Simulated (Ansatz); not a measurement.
Geometry optimisation, Ansatz 0.2.0, RKS BLYP-D4/def2-SVP.

input.yaml

```yaml
crystal:
  periodic: [false, false, false]
  atoms:
    - { symbol: Hf, position_ang: [0.0, 0.0, 0.0] }
    - { symbol: O, position_ang: [0.0, 0.0, 2.42] }
    - { symbol: H, position_ang: [-0.9095, -0.2814, 2.7571] }
    - { symbol: F, position_ang: [1.8671, 0.0, -0.6593] }
    - { symbol: Cl, position_ang: [-1.1869, 2.0563, -0.8392] }
    - { symbol: F, position_ang: [-0.9326, -1.6157, -0.6593] }
    - { symbol: H, position_ang: [0.806, 1.8744, 0.6779] }
    - { symbol: H, position_ang: [0.6066, 1.4107, 1.7004] }
basis:
  gaussian: { orbitals: def2-SVP }
hamiltonian:
  xc: blyp
  dispersion: d4
relax:
  f_tol: 0.15
  max_steps: 25
  restrain:
    - { distance: [0, 6], at: 1.85, k: 30.0 }
    - { distance: [7, 1], at: 1.01, k: 30.0 }
    - { distance: [0, 1], at: 3.27, k: 30.0 }
    - { distance: [7, 6], at: 1.86, k: 30.0 }
output:
  orbitals: {}
```

Command:

```bash
$ ansatz run input.yaml --threads 2 --pin off --max-ram 3072MiB --backend cpu --events-out ev --progress --plain --runs-dir out
```

Where does it end, and by what steps?

The run converged. The restraints hold the end off the free minimum. After 16 steps the energy has fallen by 1.276 eV (the restraints' own energy left out); Cl5 moved furthest, 1.60 Å. Parted: Hf1–O2 (2.42 → 3.25 Å), Hf1–H8 (2.29 → 2.98 Å). Joined: O2–H8 (1.70 → 1.00 Å).

```json
{"step": "0", "energy less start (eV)": "0.0000", "largest force component (eV/Å)": "3.353", "accepted": "yes"}
{"step": "1", "energy less start (eV)": "1.0615", "largest force component (eV/Å)": "2.691", "accepted": "yes"}
{"step": "2", "energy less start (eV)": "1.4056", "largest force component (eV/Å)": "2.319", "accepted": "yes"}
{"step": "3", "energy less start (eV)": "0.9461", "largest force component (eV/Å)": "1.602", "accepted": "yes"}
{"step": "4", "energy less start (eV)": "0.0160", "largest force component (eV/Å)": "1.103", "accepted": "yes"}
{"step": "5", "energy less start (eV)": "-0.5776", "largest force component (eV/Å)": "1.001", "accepted": "yes"}
{"step": "6", "energy less start (eV)": "-0.8918", "largest force component (eV/Å)": "0.928", "accepted": "yes"}
{"step": "7", "energy less start (eV)": "-1.0279", "largest force component (eV/Å)": "0.680", "accepted": "yes"}
{"step": "8", "energy less start (eV)": "-1.0977", "largest force component (eV/Å)": "0.473", "accepted": "yes"}
{"step": "9", "energy less start (eV)": "-1.1160", "largest force component (eV/Å)": "0.619", "accepted": "yes"}
{"step": "10", "energy less start (eV)": "-1.1299", "largest force component (eV/Å)": "0.593", "accepted": "yes"}
{"step": "11", "energy less start (eV)": "-1.1360", "largest force component (eV/Å)": "1.359", "accepted": "yes"}
{"step": "12", "energy less start (eV)": "-1.2304", "largest force component (eV/Å)": "0.706", "accepted": "yes"}
{"step": "13", "energy less start (eV)": "-1.2679", "largest force component (eV/Å)": "0.555", "accepted": "yes"}
{"step": "14", "energy less start (eV)": "-1.2635", "largest force component (eV/Å)": "1.002", "accepted": "no"}
{"step": "15", "energy less start (eV)": "-1.2724", "largest force component (eV/Å)": "0.501", "accepted": "yes"}
{"step": "16", "energy less start (eV)": "-1.2762", "largest force component (eV/Å)": "0.555", "accepted": "yes"}
```

```xyz
8
Properties=species:S:1:pos:R:3
Hf -0.045 0.567 -0.471
O 0.590 -0.149 2.638
H -0.243 -0.555 2.955
F 1.730 -0.100 -0.729
Cl -0.706 1.835 -2.349
F -1.389 -0.734 -0.049
H -0.026 1.781 0.929
H 0.339 0.800 2.473
```

Time of the run: 55 s on 2 threads of Arm Neoverse V1 (shared host), peak memory 0.21 GiB.
